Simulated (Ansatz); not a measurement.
Breaking the Be1–H2 bond in CH4Be (SMILES [BeH][CH3]) (multiplicity 1 held, fragments rigid). Energies count from the point at 1.332 Å.
Geometry at that point (charge 0, multiplicity 1):
```xyz
6

Be    -0.939    -0.495    -0.134
H     -2.107    -1.111    -0.301
C      0.531     0.280     0.076
H      1.015    -0.006     1.016
H      0.422     1.370     0.095
H      1.237     0.046    -0.728
```

Restricted levels (R-, RO-) in cc, def2 and unpolarised 6-31G sets keep to the state of the molecule at rest. U- levels take the lowest unrestricted solution at each point, which mixes spins at long bonds. Active spaces are followed from a long bond inwards. Levels need not reach the same state.

Cores are frozen in the correlated methods.

Codes used: Ansatz (Gaussian basis) for Hartree–Fock, density functionals and correlated methods. Values without a source in brackets are computed.

Energies in kcal/mol.

| R (Å) | R-HF/aug-cc-pVDZ | R-CCSD/aug-cc-pVDZ | U-CCSD/aug-cc-pVDZ | R-CCSD(T)/aug-cc-pVDZ | SC-NEVPT2 on CASSCF(2,2)/aug-cc-pVDZ | FIC-MRCISD+Q on CASSCF(2,2)/aug-cc-pVDZ |
|---|---|---|---|---|---|---|
| 1.065 | 20.2 | 19.9 | 19.9 | 20.0 | 20.5 | 19.9 |
| 1.199 | 4.3 | 4.3 | 4.3 | 4.3 | 4.7 | 4.3 |
| 1.332 | 0.0 | 0.0 | 0.0 | 0.0 | 0.0 | 0.0 |
| 1.465 | 2.4 | 2.2 | 2.2 | 2.1 | 1.7 | 2.2 |
| 1.598 | 8.7 | 8.0 | 8.0 | 7.9 | 7.1 | 8.0 |
| 1.798 | 21.8 | 20.0 | 20.0 | 19.9 | 18.4 | 19.9 |
| 1.998 | 36.5 | 33.2 | 33.2 | 33.0 | 30.9 | 33.0 |
| 2.330 | 60.6 | 53.6 | 53.8 | 53.1 | 50.2 | 53.1 |
| 2.663 | 82.2 | 70.0 | 70.2 | 68.9 | 65.3 | 68.9 |
| 3.063 | 103.9 | 83.4 | 83.4 | 81.4 | 77.3 | 81.5 |
| 3.596 | 126.3 | 92.8 | 91.1 | 88.2 | 85.0 | 89.5 |
| 4.261 | 146.2 | 96.8 | 93.0 | 87.8 | 87.8 | 92.6 |

Doubts at one or more of the structures used: a restricted determinant that unrestricted orbitals would lower (R-HF/aug-cc-pVDZ, R-CCSD/aug-cc-pVDZ, R-CCSD(T)/aug-cc-pVDZ); other coupled-cluster roots lie near (R-CCSD/aug-cc-pVDZ, R-CCSD(T)/aug-cc-pVDZ); T1 above 0.05 (R-CCSD/aug-cc-pVDZ, U-CCSD/aug-cc-pVDZ, R-CCSD(T)/aug-cc-pVDZ); a spin-contaminated determinant (U-CCSD/aug-cc-pVDZ).

Ansatz is a program for electronic structure.
